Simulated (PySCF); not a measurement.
The dipole of `C[C@@H]1[SiH2][C@@H](F)[Si@H]1C#N` from its density and from atomic charges.

Coordinates (GFN2-xTB, Å) and charges (e) from the PBE0/pcSseg-1 density (PySCF):

| atom | x | y | z | Mulliken | IAO | Hirshfeld | ESP-fitted |
| --- | --- | --- | --- | --- | --- | --- | --- |
| C1 | -2.068 | 0.132 | 0.441 | -0.2085 | -0.4033 | -0.1186 | -0.3684 |
| C2 | -0.717 | 0.542 | -0.143 | -0.8690 | -0.6345 | -0.1867 | -0.0461 |
| Si3 | -0.029 | -0.611 | -1.537 | +0.6516 | +0.7289 | +0.3475 | +0.3295 |
| C4 | 1.328 | -1.150 | -0.252 | -0.3337 | -0.3411 | -0.1088 | -0.0407 |
| F5 | 2.641 | -1.098 | -0.705 | -0.3276 | -0.3161 | -0.1307 | -0.2324 |
| Si6 | 0.795 | 0.221 | 1.009 | +0.9162 | +0.8611 | +0.3980 | +0.2914 |
| C7 | 1.972 | 1.666 | 0.985 | -0.1969 | -0.1482 | -0.0305 | +0.1987 |
| N8 | 2.682 | 2.564 | 0.966 | -0.1982 | -0.1853 | -0.1913 | -0.3850 |
| H9 | -2.856 | 0.242 | -0.302 | +0.1276 | +0.1456 | +0.0434 | +0.1096 |
| H10 | -2.054 | -0.907 | 0.766 | +0.1104 | +0.1310 | +0.0380 | +0.0890 |
| H11 | -2.325 | 0.751 | 1.299 | +0.1281 | +0.1442 | +0.0425 | +0.1069 |
| H12 | -0.795 | 1.585 | -0.457 | +0.1837 | +0.1629 | +0.0394 | +0.0405 |
| H13 | 0.546 | 0.093 | -2.677 | -0.0400 | -0.0943 | -0.0589 | -0.0645 |
| H14 | -0.923 | -1.695 | -1.943 | -0.0647 | -0.1097 | -0.0670 | -0.0772 |
| H15 | 1.203 | -2.166 | 0.134 | +0.1521 | +0.1533 | +0.0378 | +0.0911 |
| H16 | 0.592 | -0.162 | 2.406 | -0.0312 | -0.0945 | -0.0546 | -0.0423 |

Question: Compute μ = Σ q r for each scheme (1 e·Å = 4.803 D) and compare with the dipole of the full density.

Answer: The full density gives (-4.51, -2.59, 0.07) D, 5.20 D in size; dipole vectors point from the negative to the positive end.

```tsv
scheme	μx	μy	μz	size (D)	share of the full size (%)	angle to the full dipole (°)
Mulliken	-6.23	-3.30	0.92	7.11	137	7
IAO	-5.26	-2.36	0.35	5.78	111	6
Hirshfeld	-3.20	-1.96	-0.19	3.76	72	4
ESP-fitted	-4.55	-2.59	0.09	5.24	101	0
```

Question: Which set comes closest?

Answer: Length of the difference vector: ESP-fitted 0.05 D, IAO 0.84 D, Hirshfeld 1.47 D, Mulliken 2.05 D. Closest: ESP-fitted. The schemes that divide the density aren't constrained to reproduce the dipole.

Question: What is left for the Hirshfeld atoms' own dipoles?

Answer: The shares of the density sum to the whole, so what Σ q r misses lies in dipoles about the nuclei. The atomic dipoles sum to (-4.51, -2.59, 0.07) − (-3.20, -1.96, -0.19) = (-1.31, -0.63, 0.26) D, 1.47 D in size.

Question: With the origin at the mean of the coordinates, (0.000, 0.001, -0.001) Å, which are the largest single terms, by size, of the IAO dipole along the direction of the full one?

Answer: C1 -3.36, Si6 -3.25, N8 +3.20, F5 +2.66, C7 +1.80 D; all 16 atoms together +5.74 D. The single terms depend on the origin, their sum doesn't.

Question: Give the size of the full dipole in other units.

Answer: 5.20 D = 2.045 au = 1.082 e·Å = 17.33 × 10⁻³⁰ C·m.

Geometry: GFN2-xTB, one conformer, isolated molecule.
